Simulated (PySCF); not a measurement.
PySCF input file for C₂H₃O₂, SMILES C(=O)(C)[O], multiplicity 2, B3LYP/pcH-1. Geometry: PBE-D3(BJ)/def2-SVP. The isomer is the one that the SMILES or the coordinates give; other isomers of the formula were not compared.

```python
import numpy as np
from pyscf import gto, scf, dft
from pyscf.prop.hfc import uks as hfc
from pyscf.prop.gtensor import uks as gtensor

mol = gto.M(
    atom='''
    C    -0.07648736   -1.35050722    0.00000000
    C     0.01132821    0.29278777    0.00000000
    O     1.20749564    0.62355418   -0.00000000
    O    -1.11427264    0.79334266   -0.00000000
    H    -0.64635227   -1.60574615    0.91079465
    H     0.93787548   -1.77736570   -0.00000001
    H    -0.64635227   -1.60574615   -0.91079465
    ''',
    basis='pcH-1',
    charge=0,
    spin=1,
    max_memory=1600,
    verbose=3,
)
mf = dft.UKS(mol, xc='b3lyp')
mf.grids.level = 3
mf.conv_tol = 1e-10
mf.max_cycle = 100
mf.kernel()
fine, coarse = mf.grids, dft.Grids(mol).set(level=1).build(with_non0tab=True)
for _ in range(3):  # follow internal instabilities
    mf.grids = coarse
    mo, _, stable, _ = mf.stability(return_status=True, nroots=4)
    mf.grids = fine
    if stable:
        break
    mf.kernel(mf.make_rdm1(mo, mf.mo_occ))
A = hfc.HFC(mf).make_fcdip(mf.make_rdm1())  # Fermi contact and dipolar terms, MHz
print('atom   A(iso)/MHz   principal dipolar parts/MHz')
for i, a in enumerate(A):
    w = np.linalg.eigvalsh((a + a.T) / 2)
    print(f'{mol.atom_symbol(i):2s}{i + 1:3d} {w.mean():12.2f}', (w - w.mean()).round(2))
gt = gtensor.GTensor(mf)
gt.dia_soc2e, gt.para_soc2e, gt.so_eff_charge = None, None, True
gt.max_cycle_cphf = 60
g = gt.kernel()
```

Program output:

```

WARN: HOMO -0.318675722009118 >= LUMO -0.318675722009125

converged SCF energy = -228.419746503408  <S^2> = 0.75511555  2S+1 = 2.005109
<class 'pyscf.dft.uks.UKS'> wavefunction is stable in the internal stability analysis
atom   A(iso)/MHz   principal dipolar parts/MHz
C   1       139.77 [-31.3  -30.79  62.08]
C   2       -84.14 [-12.45   3.77   8.68]
O   3       -24.92 [-140.91   67.51   73.4 ]
O   4       -11.77 [-92.69  45.23  47.46]
H   5        -2.91 [-13.49  -2.52  16.01]
H   6       -17.42 [-15.06  -1.44  16.49]
H   7        -2.91 [-13.49  -2.52  16.01]
SOC(1e)/OZ [-0.00145036 -0.0001397   0.00587664]
free electron g 2.00231930436182
g-tensor total [2.00069511 2.00201024 2.00802771]
g-shift (ppt) [-1.62419788 -0.30906462  5.7084015 ]
```

Self-consistency was reached.

Cost: about 70 core-seconds (a rough figure).
